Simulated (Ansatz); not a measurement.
Computed with Ansatz on PBE0-D4/def2-TZVP structures; ΔE is electronic, products minus reactants. CCSD(T)/CBS is the MP2 limit (def2-TZVPP, def2-QZVPP) plus CCSD(T) − MP2 in def2-TZVPP, frozen cores. This one scheme is used for every species, atoms too. Functionals use def2-TZVPP. No spin–orbit coupling; open shells (•) take unrestricted orbitals. Spin–orbit coupling would lower the free atoms: a little for C, F, O, Si. One conformer a species, not always the lowest.

`CN([SiH2]F)[SiH](O)O` → C• + F• + 8 H• + N• + 2 O• + 2 Si•  (atomization)

`CN([SiH2]F)[SiH](O)O`:

Cartesian coordinates in Å:
```
C -0.107 1.753 0.502
N -0.189 0.346 0.109
Si -1.669 -0.504 0.156
F -2.092 -0.975 -1.325
Si 1.249 -0.408 -0.483
O 0.796 -1.851 -1.115
O 2.382 -0.695 0.655
H 0.472 2.329 -0.227
H -1.102 2.199 0.557
H 0.370 1.874 1.479
H -2.716 0.417 0.657
H -1.603 -1.759 0.938
H 1.907 0.511 -1.435
H 0.098 -1.861 -1.773
H 2.202 -1.376 1.305
```

```csv
level,ΔE (kJ/mol)
r2SCAN,5743.2
MP2/def2-TZVPP,5732.4
```

Task: What does CCSD(T)/CBS give? (Best estimate.)

Result: Ansatz gave: +5788.2 kJ/mol. The listed levels differ from it by -45.0, -55.8 kJ/mol.

Largest T1 diagnostic among the species: 0.012.

In def2-TZVPP, CCSD(T) changes the Hartree–Fock value by +1457.6 kJ/mol (the triples alone add +81.0 kJ/mol) and MP2 by +1577.3 kJ/mol; breaking electron pairs costs correlation energy, which Hartree–Fock lacks. From PBE to PBE0 (25 % exact exchange), in def2-TZVPP and without D4, ΔE moves by −99.5 kJ/mol: exact exchange takes away binding that semilocal exchange gives to molecules.

For atomizations the MP2-based limit and the directly extrapolated one differ by several kJ/mol either way, and by 10 to 25 for some Ge, Se and Sn compounds, so smaller differences from it don't rank the levels.
